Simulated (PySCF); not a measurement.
**Correlation energy of I⁺ (iodine, charge +1)**

[Kr] 4d10 5s2 5p4, high-spin 3P determinant. All numbers are calculated (PySCF 2.14, scalar relativity by spin-free X2C-1e, in x2c-SVPall (6s5p3d, 36 functions)). Frozen: [Kr] 4d10; 6 electrons correlated.

MP2 pair energies summed by pair of shells (mhartree):

```tsv
pair	energy	share (%)
5p-5p	-28.48	49.9
5s-5p	-24.46	42.9
5s-5s	-4.13	7.2
```

Total MP2 correlation energy: -57.07 mhartree.

Same-spin part -14.39 and opposite-spin part -42.68 mhartree; SCS-MP2 scales them by 1/3 and 6/5 to -56.02 mhartree.

```
  level  correlation energy (mhartree)
   CCSD                         -70.13
    (T)                          -0.68
CCSD(T)                         -70.81
```

Diagnostics: T1 = 0.0067, D1 = 0.0201, largest double amplitude 0.056.

Cost of the coupled-cluster step: 0.16 s of wall time on 1 thread of Neoverse-N1 (shared host), for 6 correlated electrons.

Iterations:

```
CC2 = 0
CCSD nocc = (np.int64(4), np.int64(2)), nmo = (13, 13)
frozen orbitals [[0, 1, 2, 3, 4, 5, 6, 7, 8, 9, 10, 11, 12, 13, 14, 15, 16, 17, 18, 19, 20, 21, 22], [0, 1, 2, 3, 4, 5, 6, 7, 8, 9, 10, 11, 12, 13, 14, 15, 16, 17, 18, 19, 20, 21, 22]]
max_cycle = 100
direct = 0
conv_tol = 1e-08
conv_tol_normt = 1e-06
diis_space = 8
diis_start_cycle = 0
Init t2, MP2 energy = -0.0570725587612441
Init E_corr(UCCSD) = -0.0570725587631214
cycle = 1  E_corr(UCCSD) = -0.0670856020330473  dE = -0.0100130433  norm(t1,t2) = 0.0362793
cycle = 2  E_corr(UCCSD) = -0.0692417313492378  dE = -0.00215612932  norm(t1,t2) = 0.0111019
cycle = 3  E_corr(UCCSD) = -0.0701452820735634  dE = -0.000903550724  norm(t1,t2) = 0.00408916
cycle = 4  E_corr(UCCSD) = -0.0701319446200195  dE = 1.33374535e-05  norm(t1,t2) = 0.000438438
cycle = 5  E_corr(UCCSD) = -0.0701351533734045  dE = -3.20875339e-06  norm(t1,t2) = 7.26171e-05
cycle = 6  E_corr(UCCSD) = -0.0701347356981848  dE = 4.1767522e-07  norm(t1,t2) = 1.17829e-05
cycle = 7  E_corr(UCCSD) = -0.0701348616762767  dE = -1.25978092e-07  norm(t1,t2) = 2.07602e-06
cycle = 8  E_corr(UCCSD) = -0.0701348204312209  dE = 4.12450558e-08  norm(t1,t2) = 3.56499e-07
cycle = 9  E_corr(UCCSD) = -0.070134825452023  dE = -5.02080209e-09  norm(t1,t2) = 6.18215e-08
UCCSD converged
E(UCCSD) = -7111.612795024633  E_corr = -0.070134825452023
UCCSD(T) correction = -0.000675405154285843
```
